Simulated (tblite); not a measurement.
Record of a relaxation.

Species: C4H11NOSi3.
Numbering: `[CH2:1]=[CH:2][SiH2:3][O:4][Si@@H:5]1[CH:6]=[CH:7][SiH2:8][NH:9]1` (hydrogens: H10, H11 on C1; H12 on C2; H13, H14 on Si3; H15 on Si5; H16 on C6; H17 on C7; H18, H19 on Si8; H20 on N9)

Computed with GFN2-xTB (tblite), gas phase: L-BFGS steps from a force-field or distance-geometry start until the largest atomic force falls under 0.01 eV/Å. 4 of its 254 geometries are shown.

Step 0: E = -718.2210 eV, largest atomic force 2.181 eV/Å
```
atom  x, y, z in Å  |  force x, y, z in eV/Å
C1      2.833   -0.625   -1.339   -0.235   0.564   0.309
C2      3.004    0.381   -0.473    0.784  -1.565  -0.362
Si3     1.879    1.778   -0.145   -1.479   1.241   0.147
O4      0.276    1.353   -0.250    0.601  -0.153   0.606
Si5    -0.809    0.461    0.630    1.478   1.473   0.455
C6     -0.717   -1.353    0.309    0.197  -0.727  -0.094
C7     -1.876   -1.856   -0.120    0.612  -0.417   0.166
Si8    -3.184   -0.563   -0.239   -2.119  -0.333  -0.396
N9     -2.332    0.902   -0.014    0.128   0.467  -0.592
H10     1.937   -0.692   -1.964    0.449   0.025   0.322
H11     3.567   -1.407   -1.449   -0.033  -0.062  -0.091
H12     3.906    0.400    0.142   -0.050  -0.194  -0.293
H13     2.128    2.848   -1.133   -0.306  -0.172   0.064
H14     2.154    2.328    1.197   -0.145  -0.164  -0.092
H15    -0.773    0.799    2.062    0.022  -0.016  -0.218
H16     0.200   -1.904    0.483   -0.170  -0.326  -0.124
H17    -2.071   -2.889   -0.360    0.285  -0.189   0.068
H18    -4.195   -0.717    0.832    0.277   0.095  -0.183
H19    -3.792   -0.526   -1.586   -0.013  -0.060   0.197
H20    -2.143    1.292   -0.928   -0.284   0.514   0.111
```

Step 84: E = -718.8235 eV, largest atomic force 0.066 eV/Å
```
atom  x, y, z in Å  |  force x, y, z in eV/Å
C1      2.631   -0.763   -1.100   -0.028  -0.026  -0.014
C2      3.078    0.421   -0.711   -0.004   0.001  -0.008
Si3     1.978    1.844   -0.148    0.007  -0.010  -0.020
O4      0.443    1.346    0.010    0.018   0.024   0.027
Si5    -0.745    0.511    0.730    0.002  -0.002   0.013
C6     -0.694   -1.344    0.430   -0.018  -0.030   0.023
C7     -1.763   -1.856   -0.177   -0.040   0.012   0.022
Si8    -3.123   -0.621   -0.586   -0.004   0.047  -0.025
N9     -2.241    0.784   -0.089    0.026  -0.028   0.032
H10     1.575   -0.993   -1.103    0.050   0.043   0.005
H11     3.285   -1.556   -1.431    0.008  -0.012   0.004
H12     4.149    0.597   -0.733   -0.059   0.011   0.004
H13     1.890    2.899   -1.158    0.011   0.014  -0.007
H14     2.431    2.347    1.153    0.005  -0.010   0.002
H15    -0.770    0.926    2.134    0.001  -0.016  -0.004
H16     0.128   -1.974    0.746    0.042  -0.011  -0.007
H17    -1.846   -2.915   -0.388    0.015   0.014  -0.004
H18    -4.306   -0.845    0.258   -0.009   0.009  -0.028
H19    -3.480   -0.504   -2.003   -0.007  -0.051   0.003
H20    -2.626    1.705   -0.177   -0.018   0.022  -0.017
```

Step 169: E = -718.8710 eV, largest atomic force 0.032 eV/Å
```
atom  x, y, z in Å  |  force x, y, z in eV/Å
C1      2.180   -0.787   -1.217   -0.008  -0.011   0.007
C2      2.588    0.470   -1.147   -0.018   0.000   0.007
Si3     1.809    1.798   -0.060    0.026   0.013  -0.010
O4      0.684    1.179    0.931   -0.021  -0.003   0.007
Si5    -0.741    0.445    1.196   -0.009  -0.009   0.014
C6     -0.740   -1.415    0.912   -0.007   0.006   0.003
C7     -1.553   -1.853   -0.048   -0.007   0.004   0.005
Si8    -2.519   -0.521   -0.962   -0.010  -0.001   0.002
N9     -1.909    0.804   -0.030    0.024  -0.018  -0.010
H10     1.340   -1.134   -0.636   -0.006  -0.003   0.003
H11     2.655   -1.528   -1.845   -0.001   0.018  -0.011
H12     3.434    0.772   -1.754    0.010   0.002   0.004
H13     1.187    2.831   -0.897   -0.007  -0.010   0.003
H14     2.780    2.365    0.877    0.018  -0.003   0.006
H15    -1.123    0.900    2.530    0.010   0.020  -0.022
H16    -0.145   -2.099    1.505    0.013  -0.006  -0.007
H17    -1.640   -2.908   -0.279    0.006   0.007  -0.007
H18    -3.971   -0.644   -0.790   -0.003  -0.005  -0.008
H19    -2.162   -0.417   -2.384    0.001   0.001   0.015
H20    -2.158    1.753   -0.245   -0.011  -0.001  -0.001
```

Step 253: E = -718.8909 eV, largest atomic force 0.009 eV/Å
```
atom  x, y, z in Å  |  force x, y, z in eV/Å
C1      1.728   -0.421   -1.662   -0.001   0.000   0.002
C2      2.520    0.511   -1.155   -0.007  -0.003   0.000
Si3     2.039    1.701    0.224    0.002   0.000  -0.003
O4      0.637    1.296    0.928   -0.006  -0.004   0.002
Si5    -0.799    0.566    1.117   -0.001  -0.001   0.001
C6     -0.731   -1.315    1.142    0.006   0.006  -0.004
C7     -1.458   -1.931    0.212   -0.003  -0.001   0.004
Si8    -2.391   -0.802   -0.971    0.004   0.004  -0.001
N9     -1.802    0.677   -0.290    0.000   0.000  -0.003
H10     0.723   -0.562   -1.295    0.001  -0.002   0.001
H11     2.037   -1.084   -2.457    0.005   0.001   0.000
H12     3.522    0.611   -1.559   -0.001   0.006  -0.004
H13     1.850    3.056   -0.306    0.001  -0.001   0.003
H14     3.018    1.659    1.315    0.002  -0.005   0.002
H15    -1.361    1.225    2.293    0.001  -0.002  -0.006
H16    -0.152   -1.874    1.867   -0.005   0.005   0.000
H17    -1.494   -3.011    0.144    0.000  -0.003  -0.001
H18    -3.850   -0.912   -0.844    0.004  -0.001   0.001
H19    -1.977   -0.947   -2.374   -0.003  -0.001   0.006
H20    -2.064    1.567   -0.673   -0.002   0.001   0.001
```

**Question.** Summarise the path.

**Answer.** The energy falls by 15.45 kcal/mol from step 0 to step 253; nine tenths of that is first reached at step 86. It never rises by more than 0.2 meV. The largest force goes from 2.181 to 0.009 eV/Å. Among the bonds C2–Si3 changes most, from 1.823 to 1.884 Å; the atoms move by 1.169 Å rms after alignment.

**Question.** Follow the three bonds and two angles with the largest change from start to end.

**Answer.** 
```
step  E above end (kcal/mol)  largest force (eV/Å)  C2–Si3 (Å)  Si3–O4 (Å)  C7–Si8 (Å)  Si3–O4–Si5 (°)  Si5–N9–H20 (°)
   0                   15.45                 2.181       1.823       1.661       1.843           137.3           105.8
  11                    5.36                 0.228       1.898       1.621       1.882           143.0           119.0
  22                    3.32                 0.492       1.881       1.620       1.884           147.0           121.9
  33                    2.84                 0.068       1.889       1.624       1.880           147.6           121.9
  44                    2.54                 0.090       1.884       1.624       1.883           145.3           121.2
  55                    2.29                 0.068       1.885       1.624       1.882           142.7           122.0
  66                    2.00                 0.124       1.883       1.623       1.882           144.4           121.5
  77                    1.73                 0.119       1.886       1.621       1.880           148.9           121.6
  88                    1.51                 0.080       1.883       1.621       1.883           154.0           121.5
  99                    1.42                 0.049       1.883       1.620       1.882           157.5           121.5
 110                    1.35                 0.037       1.884       1.620       1.882           162.2           121.3
 121                    1.18                 0.242       1.884       1.630       1.887           161.2           121.2
 132                    0.77                 0.083       1.884       1.623       1.884           159.1           120.7
 143                    0.59                 0.037       1.883       1.621       1.882           155.0           121.3
 154                    0.56                 0.025       1.883       1.622       1.882           153.9           120.9
 165                    0.49                 0.061       1.884       1.623       1.883           152.7           121.2
 176                    0.43                 0.020       1.883       1.622       1.883           151.3           121.0
 187                    0.42                 0.024       1.882       1.622       1.882           151.4           121.2
 198                    0.39                 0.040       1.883       1.622       1.881           152.3           120.8
 209                    0.33                 0.030       1.884       1.622       1.882           153.1           121.1
 220                    0.22                 0.056       1.884       1.622       1.885           154.4           121.3
 231                    0.10                 0.039       1.885       1.622       1.883           156.8           121.3
 242                    0.02                 0.033       1.883       1.621       1.883           157.7           121.4
 253                    0.00                 0.009       1.884       1.621       1.883           158.3           121.2
```

What follows is the cost of the whole relaxation. The run took 4.9 s on one thread, Arm Neoverse N1 (aarch64), on a shared host.
